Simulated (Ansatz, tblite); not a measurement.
Forces on Cu₂Te at its B3LYP-D4/def2-TZVP geometry. The state is a singlet with charge 0.

In the def2 sets Te takes a core potential; there is no spin–orbit coupling. The xTB rows come from tblite. The structure comes from a short search, and lower isomers may exist.

GFN1-xTB (tblite), largest force 1.18 eV/Å:

```xyz
3
positions Å, forces eV/Å
Cu    0.700    0.455    1.237   -0.522   -0.417   -0.974
Cu    0.156   -1.326   -0.665   -0.074    1.016    0.571
Te   -0.855    0.872   -0.572    0.595   -0.600    0.403
```

GFN2-xTB (tblite), largest force 0.80 eV/Å:

```
Cu 0.009 -0.670 -0.430
Cu 0.321 0.329 0.648
Te -0.330 0.342 -0.218
```

PBE-D4/def2-TZVP (Ansatz), largest force 0.32 eV/Å:

```
Cu -0.133 -0.126 -0.261
Cu -0.006 0.261 0.164
Te 0.138 -0.135 0.096
```
